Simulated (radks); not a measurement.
The numbers below are computed, except where a source is named.
Trend from Rb3+ to Xe3+: ionisation energy by Delta-SCF between NIST ground configurations, and size. Code: a radial shooting solver on a logarithmic mesh with Libxc functionals. Model: Dirac Kohn-Sham, PBE, spin-unpolarised, spherical densities, finite nucleus; open shells fill j = l - 1/2 first; Fermi nuclear charge, rms radius of each element as measured or else 0.836 A^(1/3) + 0.57 fm.

\begin{tabular}{lrrrrrrr}
species & configuration & IE (eV) & NIST (eV) & kind & outermost & <r> outermost (bohr) & r at 0.001 e/bohr^3 (bohr) \\ \hline
Rb3+ & [Ar] 3d10 4s2 4p4 & 53.122 & 52.2 & semi-emp. & 4p3/2 & 1.58 & 3.21 \\
Sr3+ & [Ar] 3d10 4s2 4p5 & 56.835 & 56.280 & semi-emp. & 4p3/2 & 1.50 & 3.15 \\
Zr3+ & [Kr] 4d1 & 34.325 & 34.418 & exp. & 4d3/2 & 1.83 & 3.24 \\
Nb3+ & [Kr] 4d2 & 37.020 & 37.61 & exp. & 4d3/2 & 1.71 & 3.29 \\
Mo3+ & [Kr] 4d3 & 39.626 & 40.3 & semi-emp. & 4d3/2 & 1.60 & 3.29 \\
Tc3+ & [Kr] 4d4 & 42.164 & 41 & theory & 4d3/2 & 1.51 & 3.26 \\
Ru3+ & [Kr] 4d5 & 44.236 & 45 & theory & 4d5/2 & 1.45 & 3.22 \\
Rh3+ & [Kr] 4d6 & 46.651 & 42 & theory & 4d5/2 & 1.37 & 3.18 \\
Pd3+ & [Kr] 4d7 & 49.029 & 46 & theory & 4d5/2 & 1.31 & 3.13 \\
Ag3+ & [Kr] 4d8 & 51.378 & 49 & theory & 4d5/2 & 1.25 & 3.08 \\
Cd3+ & [Kr] 4d9 & 53.701 & 51 & theory & 4d5/2 & 1.20 & 3.03 \\
In3+ & [Kr] 4d10 & 56.004 & 55.45 & exp. & 4d5/2 & 1.16 & 2.98 \\
Sn3+ & [Kr] 4d10 5s1 & 41.122 & 40.74 & exp. & 5s1/2 & 2.12 & 3.33 \\
Sb3+ & [Kr] 4d10 5s2 & 44.290 & 43.80 & exp. & 5s1/2 & 2.02 & 3.45 \\
Te3+ & [Kr] 4d10 5s2 5p1 & 37.334 & 37.416 & exp. & 5p1/2 & 2.18 & 3.59 \\
I3+ & [Kr] 4d10 5s2 5p2 & 40.318 & 40.36 & exp. & 5p1/2 & 2.07 & 3.62 \\
Xe3+ & [Kr] 4d10 5s2 5p3 & 41.567 & 42.2 & exp. & 5p3/2 & 2.03 & 3.63 \\
\end{tabular}

Reference values: NIST Atomic Spectra Database (exp. = measured, semi-emp. = semi-empirical, theory = theoretical value adopted there). Spin polarisation and multiplet splitting are left out, so open shells lie too high by an amount that depends on their filling.

Beside tabulated values, note that spin-unpolarised runs miss the spin-polarisation part of the exchange energy of open shells.
